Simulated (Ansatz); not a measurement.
Correlation energies of CH₈N₂Si₂ (`N[SiH]1NC[SiH2]1`) by basis set

```csv
atom,x (Å),y (Å),z (Å)
N1,0.067,-0.675,-2.278
Si2,0.648,-0.028,-0.808
N3,0.318,-1.002,0.576
C4,-0.280,-0.204,1.652
Si5,-0.488,1.413,0.644
H6,-0.902,-0.896,-2.435
H7,0.583,-0.570,-3.135
H8,2.078,0.257,-1.133
H9,0.574,-1.957,0.774
H10,0.384,-0.074,2.515
H11,-1.224,-0.627,2.015
H12,0.156,2.612,1.249
H13,-1.913,1.751,0.365
```

Total charge 0; spin multiplicity 1. Geometry: relaxed with PBE0-D4/def2-TZVP. It is one conformer, not always the lowest. Frozen core, restricted reference, the Gaussian-basis code of Ansatz. CBS rows extrapolate triple and quadruple zeta; past MP2 they add the triple-zeta difference.

```csv
basis,HF (Eh),MP2 corr.
def2-TZVPP,-729.40262,-0.83665
def2-QZVPP,-729.42825,-0.89640
```

(1) Estimate the CCSD correlation energy and the (T) correction in each basis where they were run (hartree).

Answers

(1) 
```
     basis  CCSD corr.       (T)
def2-TZVPP    -0.88755  -0.03636
 CBS(def2)    -0.99157     as TZ
```
